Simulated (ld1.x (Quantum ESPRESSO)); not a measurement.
Before and after: ultrasoft potential for neon (Ne)

- Element: neon
- Generator: ld1.x (Quantum ESPRESSO) 7.5
- Type: ultrasoft
- Functional: PBE
- Relativity: non-relativistic
- Frozen core: [He]
- Valence charge: 8
- Reference configuration: 2s2 2p5 (charge +1)
- Partial waves: 2s (bound): rcut 0.45, rcutus 0.50 bohr; 2s channel at 0.45 Ry: rcut 0.45, rcutus 0.50 bohr; 2p (bound): rcut 0.80, rcutus 1.00 bohr; 2p channel at -2.05 Ry: rcut 0.80, rcutus 1.00 bohr
- Local potential: all-electron potential smoothed inside 0.55 bohr (lloc = -1)
- Core correction: Bessel-smoothed model core inside 0.30 bohr
- Augmentation charge: PSQ, inside the norm-conserving radii

All-electron outer shells of the reference configuration (PBE, non-relativistic, ld1.x):

```csv
shell,level (eV),outermost node (bohr),outermost maximum (bohr)
2s,-55.51,0.22,0.68
2p,-32.29,–,0.60
```

Change: type TM semilocal; waves now 2p (bound): rc 1.00 bohr; 2s (bound): rc 0.50 bohr; local potential the s channel.

Cutoffs: the cutoffs (Ry, on a coarse ladder) from which the occupation-weighted sum of valence levels, in a spherical-Bessel basis at the reference potential, stays within 10 and 1 mRy of its value at 400 Ry; they do not see the model core or the augmentation charge, which bear on the density cutoff. Errors are all-electron minus pseudo energies relative to the spin-unpolarised reference configuration.

Question: What does the change do?

Answer: The number of tests that count goes from 5 to 6; of the 5 tests that both files solve, the error grows in 0 and shrinks in 4 by more than 15 % and 0.3 meV (median size 26.0 → 6.9 meV); neither file shows a bound ghost at the reference potential, the only one tested. A semilocal file is local in each channel, so a ghost entry of none says nothing of the separable form that plane-wave codes build from it. Several settings change at once here, so the effects cannot be laid on one of them.

| quantity | base | changed |
| --- | --- | --- |
| cutoff, loose | 140 Ry | 300 Ry |
| cutoff, tight | 260 Ry | over 300 Ry |
| loose cutoff by channel (10 mRy a level) | s 120 Ry, p 70 Ry | p 110 Ry, s 260 Ry |
| bound ghosts | none | none |
| tests counted (converged, no solver errors) | 5 of 6 | 6 of 6 |
| error for 2s2 2p6, meV [ΔE -22.49 eV] | +19 | -6.9 |
| error for 2s2 2p4, meV [ΔE 43.28 eV] | +47 | +6.9 |
| error for 2s2 2p3, meV [ΔE 110.72 eV] | +233 | +101 |
| error for 2s1 2p6, meV [ΔE 23.26 eV] | +26 | +26 |
| error for 2s2 2p5.5, meV [ΔE -13.62 eV] | +6.4 | -1.4 |
| s: phases at 1.09 bohr within 0.05 rad from the reference energy up to (Ry; the scan ends near 5) | to the end of the scan | to the end of the scan |
| p: phases at 1.09 bohr within 0.05 rad from the reference energy up to (Ry; the scan ends near 5) | to the end of the scan | to the end of the scan |

Base: Tests not counted: 2s2 2p2 (solver errors, printed error -397 eV).
